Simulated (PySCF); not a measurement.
**Bond length, frequency and bond energy of TlI by level of theory**

State: ¹Σ⁺ (singlet), closed shell. Set-up: basis Tl def2-SVP with ECP60, I def2-SVP with ECP28; scalar-relativistic core potentials; PySCF 2.14. De refers to Tl + I in their high-spin ground configurations, without counterpoise correction. A positive dipole means Tl(−)I(+).

```json
{"Level": "RHF", "Re (Å)": "2.923", "ωe (cm⁻¹)": "140", "De (eV)": "2.51", "μ (D)": "-5.63"}
{"Level": "RHF-MP2", "Re (Å)": "2.869", "ωe (cm⁻¹)": "152", "De (eV)": "3.35", "μ (D)": "n/a"}
{"Level": "RHF-SCS-MP2", "Re (Å)": "2.885", "ωe (cm⁻¹)": "149", "De (eV)": "3.24", "μ (D)": "n/a"}
{"Level": "RHF-CCSD", "Re (Å)": "2.885", "ωe (cm⁻¹)": "149", "De (eV)": "3.16", "μ (D)": "n/a"}
{"Level": "RHF-CCSD(T)", "Re (Å)": "2.883", "ωe (cm⁻¹)": "150", "De (eV)": "3.23", "μ (D)": "n/a"}
{"Level": "PBE", "Re (Å)": "2.885", "ωe (cm⁻¹)": "146", "De (eV)": "3.68", "μ (D)": "-4.26"}
{"Level": "TPSS", "Re (Å)": "2.888", "ωe (cm⁻¹)": "145", "De (eV)": "3.69", "μ (D)": "-4.53"}
{"Level": "r²SCAN", "Re (Å)": "2.869", "ωe (cm⁻¹)": "150", "De (eV)": "3.63", "μ (D)": "-4.54"}
{"Level": "r²SCANh", "Re (Å)": "2.864", "ωe (cm⁻¹)": "150", "De (eV)": "3.58", "μ (D)": "-4.62"}
{"Level": "PBE0", "Re (Å)": "2.867", "ωe (cm⁻¹)": "149", "De (eV)": "3.57", "μ (D)": "-4.63"}
{"Level": "r²SCAN0", "Re (Å)": "2.858", "ωe (cm⁻¹)": "151", "De (eV)": "3.52", "μ (D)": "-4.72"}
{"Level": "HSE06", "Re (Å)": "2.871", "ωe (cm⁻¹)": "149", "De (eV)": "3.59", "μ (D)": "-4.56"}
```

The bond length runs from 2.858 Å (r²SCAN0) to 2.923 Å (RHF). De spans 2.51 eV (RHF, mean field) to 3.69 eV (TPSS, meta-GGA). Correlation at CCSD(T) changes the Hartree–Fock bond energy by +0.72 eV; the triples alone change it by +0.07 eV.

Correlated steps freeze 8 core orbitals. Correlated levels converge slowly with the basis: in double zeta they bind strong bonds too weakly, by up to about 1 eV, and carry superposition errors of some tenths. Spin–orbit coupling is left out, which matters for elements this heavy, above all for dissociation energies. Where the molecule has an RHF reference, its open-shell atoms are computed with UHF.
